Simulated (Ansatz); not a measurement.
A nudged elastic band was laid between two geometries of C₂H₆AlFS (11 atoms, charge 0, multiplicity 1).

Computed with RKS LDA/def2-SVP in Ansatz 0.2.0.

```
movable images  : 7
climbing image  : yes
spring          : 5.0 eV/Å²
optimiser       : quadratic models (default)
start path      : through a guess of the saddle point
force threshold : 0.05 eV/Å
iteration limit : 60
end points      : relaxed
```

Image 0:

```xyz
11
Properties=species:S:1:pos:R:3
C -1.679 -0.854 0.578
S -0.585 -0.267 1.919
Al 1.089 0.560 0.829
C 1.172 0.570 -1.149
F 0.071 0.069 -1.813
H -2.662 -0.351 0.678
H -1.256 -0.641 -0.426
H -1.825 -1.947 0.693
H 2.297 1.176 1.675
H 1.358 1.621 -1.491
H 2.084 0.005 -1.472
```

Image 8:

```xyz
11
Properties=species:S:1:pos:R:3
C -1.340 -0.585 0.711
S -0.217 0.726 1.240
Al 1.737 -0.671 0.156
C 1.040 0.369 -1.467
F 2.121 1.133 -0.863
H -2.249 -0.615 1.343
H -1.620 -0.342 -0.333
H -0.826 -1.576 0.718
H -0.135 0.358 2.555
H 1.383 0.085 -2.486
H 0.172 1.062 -1.553
```

Question: Which bonds break or form, and what moves?

Answer: Bonds broken: Al3–H9. Bonds formed: S2–H9.

Question: What energy profile does the band end with?

Answer: The forces met the threshold. The highest image is number 5 of 0 to 8, 2.06 eV above the first end and 0.26 eV above the last; the last end lies 1.80 eV above the first. The profile has 2 maxima (images 1, 5) with wells between them (image 2): this band takes more than one step, which may be the mechanism or a detour left from its start path. A structure lower than the last end lies on the path between it and the top, so the climb from that side starts below the end, which may itself be a saddle point or a shallow side well. Neighbouring images differ by up to 1.7 eV, so the band resolves the path poorly. A vibrational analysis at the climbing image gives one clearly imaginary mode, 566i cm⁻¹: a first-order saddle point. The orbitals stay closed-shell, which can raise the energy where a bond breaks towards radicals; this wasn't checked here.

| image | path coordinate (Å) | energy (eV) | Al3–H9 (Å) | S2–H9 (Å) |
| --- | --- | --- | --- | --- |
| 0 | 0.00 | 0.00 | 1.60 | 3.23 |
| 1 | 1.76 | 0.06 | 1.60 | 3.23 |
| 2 | 3.53 | 0.00 | 1.60 | 3.23 |
| 3 | 5.29 | 0.09 | 1.59 | 3.26 |
| 4 | 7.05 | 0.36 | 1.60 | 3.29 |
| 5 | 8.81 | 2.06 | 1.72 | 1.73 |
| 6 | 11.07 | 1.77 | 3.11 | 1.37 |
| 7 | 13.33 | 1.78 | 3.10 | 1.37 |
| 8 | 15.59 | 1.80 | 3.21 | 1.37 |

Question: What is the geometry of the highest image?

Answer: 
```xyz
11
Properties=species:S:1:pos:R:3
C -1.198 -0.477 0.724
S -0.311 0.635 1.807
Al 1.247 -0.514 0.330
C 0.950 0.594 -1.330
F -0.162 1.400 -1.241
H -1.490 0.055 -0.205
H -0.540 -1.391 0.427
H -2.061 -0.964 1.221
H 0.916 -0.572 2.020
H 1.852 1.234 -1.498
H 0.862 -0.057 -2.236
```

The band took 38 iterations and about 9 core-minutes.

Run time: 4.7 min on 2 threads of Arm Neoverse V2 (shared host), peak memory 0.14 GiB.
